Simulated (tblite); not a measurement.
Species: C5H14N2 (charge +1 and doublet state).
Bonds: C1–C2, C2–C3, C3–C4, C4–N5, C3–C6, C6–N7. Hydrogens: H8, H9, H10 on C1; H11, H12 on C2; H13 on C3; H14, H15 on C4; H16, H17 on N5; H18, H19 on C6; H20, H21 on N7.

Structure optimised with GFN2-xTB, isolated species. This method treats the open shell by occupation alone, without spin polarisation.

Task: Give the optimised bond lengths and angles.

Result: 
| bond | length (Å) | order |
| --- | --- | --- |
| C1–C2 | 1.523 | single |
| C2–C3 | 1.531 | single |
| C3–C4 | 1.557 | single |
| C4–N5 | 1.384 | single |
| C3–C6 | 1.534 | single |
| C6–N7 | 1.439 | single |
| C1–H8, C1–H9, C1–H10 | 1.086 | single |
| C2–H11, C2–H12 | 1.092 | single |
| C3–H13 | 1.095 | single |
| C4–H14 | 1.137 | single |
| C4–H15 | 1.091 | single |
| N5–H16 | 1.007 | single |
| N5–H17 | 1.005 | single |
| C6–H18 | 1.090 | single |
| C6–H19 | 1.098 | single |
| N7–H20, N7–H21 | 1.012 | single |

Bonds in one row agree within 0.01 Å and their mean is given. Orders are formal, as drawn. A selection of angles:
| angle | degrees |
| --- | --- |
| C2–C1–H8 | 112.3 |
| C2–C1–H10 | 108.9 |
| H8–C1–H9 | 108.9 |
| H8–C1–H10 | 107.4 |
| C1–C2–C3 | 116.0 |
| C1–C2–H11 | 108.5 |
| C3–C2–H11 | 107.4 |
| C3–C2–H12 | 108.5 |
| H11–C2–H12 | 106.8 |
| C2–C3–C4 | 112.3 |
| C2–C3–C6 | 115.2 |
| C2–C3–H13 | 108.3 |
| C4–C3–C6 | 104.7 |
| C4–C3–H13 | 107.4 |
| C6–C3–H13 | 108.7 |
| C3–C4–N5 | 114.5 |
| C3–C4–H14 | 98.9 |
| C3–C4–H15 | 112.0 |
| N5–C4–H14 | 113.0 |
| N5–C4–H15 | 110.6 |
| H14–C4–H15 | 107.3 |
| C4–N5–H16 | 120.4 |
| C4–N5–H17 | 121.8 |
| H16–N5–H17 | 117.7 |
| C3–C6–N7 | 108.2 |
| C3–C6–H18 | 110.1 |
| C3–C6–H19 | 109.1 |
| N7–C6–H18 | 108.5 |
| N7–C6–H19 | 112.4 |
| H18–C6–H19 | 108.5 |
| C6–N7–H20 | 114.9 |
| H20–N7–H21 | 111.8 |

Torsions: C1–C2–C3–C4 70° (synclinal); C2–C3–C4–N5 77° (synclinal); C2–C3–C6–N7 173° (antiperiplanar). The mirror-image conformer, all signs reversed, is as good.

The C–C distances run from 1.523 Å (C1–C2, drawn single) to 1.557 Å (C3–C4, drawn single), a spread of 0.034 Å. The 2 C–N bonds span 1.384 Å (C4–N5, drawn single) to 1.439 Å (C6–N7, drawn single), a spread of 0.055 Å. N7 (nitrogen bonded to C and 2 H) is pyramidal (angles 115.6°, 114.9° and 111.8°, sum 342.2°, 0.28 Å off the plane of its three neighbours). Of the pairs four or more bonds apart, N7···H14 is among the closest relative to their van der Waals radii: 1.89 Å, 69 % of the sum of Bondi's values. N5 (nitrogen bonded to C and 2 H) is planar (angles 121.8°, 120.4° and 117.7°, sum 360.0°, 0.01 Å off the plane of its three neighbours).

Point group: C1 (no symmetry element, even within 0.4 Å). Its GFN2-xTB frequencies are all real (lowest 48 cm⁻¹). Torsions: C1–C2–C3–C4 70°, C2–C3–C4–N5 77°, C3–C4–N5–H 46° and -136°, C2–C3–C6–N7 173°, C3–C6–N7–H 72° and -155°. 3 starts were optimised and ended at 0.00, 0.04 and 4.80 kcal/mol (GFN2-xTB); the lowest of these is shown.

The numbers are calculated, not measured.
